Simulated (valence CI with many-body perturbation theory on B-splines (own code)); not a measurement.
Energy levels of Sb I

Computed by relativistic CI+MBPT: five valence electrons over a frozen Dirac-Fock core [Kr] 4d10, a basis of 9 s, 9 p, 8 d, 6 f, 3 g, 1 h functions for each j, with the one-electron correlation potential Σ1, the two-electron term Σ2, the three-electron term Σ3, Breit, model QED; selected CI, second order for the rest, scaled by the run's own slope (own B-spline code, finite nucleus).

Against 19 measured levels this calculation errs by 60 cm⁻¹ on average and by 198 at most. These come from a selection out of the NIST Handbook of Basic Atomic Spectroscopic Data. Levels without a partner in it may be off by more. Among the levels kept, up to 1600 cm⁻¹ of a level comes from second order outside the variational space, and about a tenth of that is noise between levels of different J, which matters for small intervals.

Levels 1 to 45 of 61, with energies above the lowest level, 5s²5p³ ⁴S°_3/2. "Leading %" is the weight of the configuration and term that name the level; weights of strongly mixed levels are sums over their largest components and can fall short. Lifetimes count E1, E2, E3, M1 and M2 decay at the calculated energies, and are blank where another channel may lead or the interval is too uncertain; long ones can be off by a factor of two.

```tsv
No.	Configuration	Term	J	E (cm⁻¹)	Leading %	Lifetime	g	Second component
1	5s²5p³	⁴S°	3/2	0.0	90		1.971	
2	5s²5p³	²D°	3/2	8503	81	1.11 s	0.885	11 % 5s²5p³ ²P°
3	5s²5p³	²D°	5/2	9846	94	11.6 s	1.200	
4	5s²5p³	²P°	1/2	16388	93	234 ms	0.666	
5	5s²5p³	²P°	3/2	18430	78	94.2 ms	1.280	12 % 5s²5p³ ²D°
6	5s²5p²6s	⁴P	1/2	43256	73	5.18 ns	2.342	13 % 5s²5p²6s ²P
7	5s²5p²6s	⁴P	3/2	45950	84	5.28 ns	1.704	6 % 5s²5p²6s ²P
8	5s²5p²6s	²P	1/2	46998	73	3.49 ns	0.998	15 % 5s²5p²6s ⁴P
9	5s²5p²6s	⁴P	5/2	48333	78	4.67 ns	1.546	12 % 5s²5p²6s ²D
10	5s²5p²6s	²P	3/2	49393	63	3.70 ns	1.250	16 % 5s²5p²6s ²D
11	5s²5p²6p	⁴D°	1/2	51573	49	60.2 ns	0.744	17 % 5s²5p²6p ²S°
12	5s²5p²6p	⁴D°	3/2	52508	40	44.3 ns	1.335	22 % 5s²5p²6p ⁴P°
13	5s²5p²5d	⁴P	5/2	53245	34	6.75 ns	1.438	21 % 5s5p⁴ ⁴P
14	5s²5p²5d	⁴F	3/2	53424	52	18.1 ns	0.732	10 % 5s²5p²5d ⁴D
15	5s²5p²6p	²S°	1/2	54084	46	67.9 ns	1.285	34 % 5s²5p²6p ⁴D°
16	5s²5p²5d	⁴F	5/2	55010	41	9.21 ns	1.198	15 % 5s²5p²6s ²D
17	5s²5p²6p	⁴D°	3/2	55034	44	48.6 ns	1.335	14 % 5s²5p²6p ⁴S°
18	5s²5p²6p	⁴D°	5/2	55144	65	45.1 ns	1.401	17 % 5s²5p²6p ⁴P°
19	5s²5p²6s	²D	3/2	55179	38	5.29 ns	1.028	15 % 5s²5p²5d ²P
20	5s²5p²6s	²D	5/2	55682	60	5.47 ns	1.260	11 % 5s²5p²6s ⁴P
21	5s²5p²6p	²D°	3/2	55760	55	44.5 ns	1.221	20 % 5s²5p²6p ⁴S°
22	5s²5p²6p	⁴P°	1/2	55882	67	44.2 ns	2.235	16 % 5s²5p²6p ²P°
23	5s²5p²6s	²D	3/2	56022	25	5.14 ns	1.268	25 % 5s²5p²5d ⁴P
24	5s²5p²5d	⁴F	7/2	56443	65	51.4 ns	1.273	19 % 5s²5p²5d ⁴D
25	5s²5p²5d	⁴P	1/2	56526	32	6.89 ns	1.600	28 % 5s²5p²5d ⁴D
26	5s²5p²5d	²P	3/2	56617	41	9.54 ns	1.264	10 % 5s²5p²5d ⁴P
27	5s²5p²5d	²F	5/2	57205	62	9.84 ns	0.940	17 % 5s²5p²5d ⁴F
28	5s²5p²6p	²D°	5/2	57318	34	53.2 ns	1.341	30 % 5s²5p²6p ⁴P°
29	5s²5p²7s	⁴P	1/2	57432	24	8.79 ns	1.613	15 % 5s²5p²5d ²P
30	5s²5p²6p	⁴D°	7/2	57461	78	45.7 ns	1.389	13 % 5s²5p²6p ²F°
31	5s²5p²7s	⁴P	1/2	57950	34	41.5 ns	1.677	19 % 5s²5p²5d ⁴D
32	5s²5p²6p	⁴P°	3/2	57969	38	38.8 ns	1.765	37 % 5s²5p²6p ⁴S°
33	5s²5p²5d	⁴F	9/2	58468	79		1.310	10 % 5s²5p²5d ²G
34	5s²5p²6p	²P°	3/2	58486	64	53.2 ns	1.234	18 % 5s²5p²6p ²D°
35	5s²5p²6p	²P°	1/2	58547	60	56.6 ns	0.969	13 % 5s²5p²6p ²S°
36	5s²5p²5d	⁴D	3/2	58611	66	29.1 ns	1.209	8 % 5s²5p²5d ²D
37	5s²5p²5d	⁴D	5/2	58734	48	11.3 ns	1.277	12 % 5s²5p²5d ²F
38	5s²5p²6p	²D°	5/2	58735	50	40.8 ns	1.305	31 % 5s²5p²6p ⁴P°
39	5s²5p²5d	⁴D	7/2	58869	37	1.33 μs	1.267	30 % 5s²5p²5d ²F
40	5s²5p²5d	²P	1/2	59655	42	10.9 ns	0.717	26 % 5s²5p²5d ⁴D
41	5s²5p²5d	²D	5/2	60308	28	8.31 ns	1.185	14 % 5s²5p²5d ²F
42	5s²5p²5d	²D	3/2	60473	28	10.2 ns	0.885	19 % 5s²5p²6d ⁴F
43	5s²5p²7p	⁴D°	1/2	60482	49	204 ns	0.665	13 % 5s²5p²7p ²P°
44	5s²5p²7p	⁴D°	3/2	60699	28	162 ns	1.340	24 % 5s²5p²7p ⁴P°
45	5s²5p²7s	⁴P	3/2	60774	74	21.5 ns	1.639	11 % 5s²5p²7s ²P
```

Names give the largest LS component (configuration and term), which can be under half, so a name can repeat, a term be missing and a line seem to break the LS rules; names also repeat where a configuration has a term twice.

The ionisation energy to 5s²5p² ³P0 of the next ion comes out as 8.5868 eV (NIST: 8.60839 eV (measured)). All 61 levels together are meant to be complete up to 63755 cm⁻¹.
